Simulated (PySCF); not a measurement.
Can point charges reproduce the dipole moment of `C(C)/C([SiH2]Cl)=C\[SiH2]OC`?

Coordinates (GFN2-xTB, Å) and charges (e) from the PBE0/pcSseg-1 density (PySCF):

```csv
atom,x,y,z,Mulliken,IAO,Hirshfeld,ESP-fitted
C1,-1.170,1.677,-0.151,-0.2758,-0.4107,-0.1172,-0.1858
C2,-1.055,0.461,0.766,-0.2022,-0.2500,-0.0677,-0.0060
C3,-1.113,-0.806,-0.040,-0.4719,-0.2257,-0.0679,-0.0409
C4,-0.006,-1.433,-0.442,-0.3344,-0.4317,-0.1394,-0.4629
Si5,1.780,-0.990,-0.063,+0.8487,+0.9864,+0.3929,+0.6419
O6,1.962,0.499,-0.693,-0.6443,-0.6411,-0.2147,-0.2688
C7,3.112,1.288,-0.692,-0.0030,-0.1965,-0.0309,-0.2553
Si8,-2.827,-1.468,-0.489,+0.7335,+0.7890,+0.3415,+0.3334
Cl9,-3.392,-2.767,0.959,-0.3245,-0.3180,-0.1356,-0.2023
H10,-0.343,1.678,-0.856,+0.1426,+0.1544,+0.0330,+0.0546
H11,-2.103,1.648,-0.711,+0.1090,+0.1334,+0.0350,+0.0596
H12,-1.140,2.597,0.430,+0.1157,+0.1412,+0.0424,+0.0583
H13,-1.868,0.477,1.497,+0.1289,+0.1368,+0.0399,+0.0479
H14,-0.107,0.512,1.306,+0.1335,+0.1371,+0.0391,+0.0504
H15,-0.130,-2.332,-1.035,+0.1172,+0.1451,+0.0370,+0.1903
H16,2.089,-0.989,1.376,-0.1132,-0.1596,-0.0869,-0.1343
H17,2.688,-1.942,-0.717,-0.1218,-0.1534,-0.0874,-0.1392
H18,3.442,1.495,0.330,+0.0967,+0.1285,+0.0413,+0.1169
H19,3.926,0.791,-1.225,+0.0995,+0.1297,+0.0422,+0.1118
H20,2.877,2.229,-1.191,+0.1177,+0.1538,+0.0500,+0.1303
H21,-3.832,-0.406,-0.520,-0.0775,-0.1262,-0.0735,-0.0478
H22,-2.800,-2.198,-1.754,-0.0743,-0.1224,-0.0729,-0.0522
```

Form Σ q r in debye for every column and set it beside the full dipole.

The full density gives (1.88, 1.82, -0.68) D, 2.70 D in size; dipole vectors point from the negative to the positive end.

| scheme | μx | μy | μz | size (D) | share of the full size (%) | angle to the full dipole (°) |
| --- | --- | --- | --- | --- | --- | --- |
| Mulliken | 3.12 | 2.71 | -1.22 | 4.31 | 160 | 3 |
| IAO | 2.03 | 1.08 | -0.79 | 2.44 | 90 | 16 |
| Hirshfeld | 1.28 | 0.93 | -0.35 | 1.62 | 60 | 8 |
| ESP-fitted | 1.91 | 1.88 | -0.72 | 2.77 | 103 | 1 |

Which set comes closest?

Length of the difference vector: ESP-fitted 0.08 D, IAO 0.76 D, Hirshfeld 1.12 D, Mulliken 1.62 D. Closest: ESP-fitted. The schemes that divide the density aren't constrained to reproduce the dipole.

What is left for the Hirshfeld atoms' own dipoles?

The shares of the density sum to the whole, so what Σ q r misses lies in dipoles about the nuclei. The atomic dipoles sum to (1.88, 1.82, -0.68) − (1.28, 0.93, -0.35) = (0.60, 0.89, -0.33) D, 1.12 D in size.

With the origin at the mean of the coordinates, (0.000, 0.001, -0.178) Å, which are the largest single terms, by size, of the IAO dipole along the direction of the full one?

Si8 -10.90, Cl9 +6.89, O6 -5.64, C7 -2.98, H20 +2.77 D; all 22 atoms together +2.34 D. The single terms depend on the origin, their sum doesn't.

Give the size of the full dipole in other units.

2.70 D = 1.063 au = 0.562 e·Å = 9.01 × 10⁻³⁰ C·m.

Isolated species at its GFN2-xTB geometry (one conformer only).

These values come from a run that also computed NMR shieldings. Hardware: an Arm Neoverse N1 with one thread, shared host. Cost: 92 s wall, 1.1 GiB resident at most.

Conformer computed: `[CH3:1][CH2:2]/[C:3](=[CH:4]\[SiH2:5][O:6][CH3:7])[SiH2:8][Cl:9]`: C1–C2–C3–C4 95°, C3–C4–Si5–O6 -61°, C4–Si5–O6–C7 180°, C2–C3–Si8–Cl9 -92°.
